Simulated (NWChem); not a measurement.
**Total energies of bifluoride (HF₂ (-1))**

SMILES: F.[F-]
```xyz
3

F      0.0000     0.0000     1.1624
H      0.0000     0.0000     0.0000
F      0.0000     0.0000    -1.1624
```
Charge -1, spin multiplicity 1.

All runs are NWChem calculations. Structure: optimised with PBE/def2-SVP, a minimum by its harmonic frequencies.

Basis set: aug-cc-pVDZ (55 functions).

| method | total energy (Ha) |
|---|---|
| RHF | -199.52513 |
| MP2 | -199.99081 |
| B2PLYP | -200.26424 |
| PBE | -200.21113 |
| B3LYP | -200.40244 |
| LDA (SVWN5) | -199.12157 |
| CCSD(T) | -200.00174 |

Total energies of different functionals aren't comparable as a measure of quality: only differences taken within one method are. 

The correlated methods keep 2 core orbitals frozen. B3LYP has NWChem's definition, with VWN1-RPA local correlation. The anion's geometry comes from a basis without diffuse functions. No row is a measurement; the coupled-cluster row has its own basis-set and correlation limits.
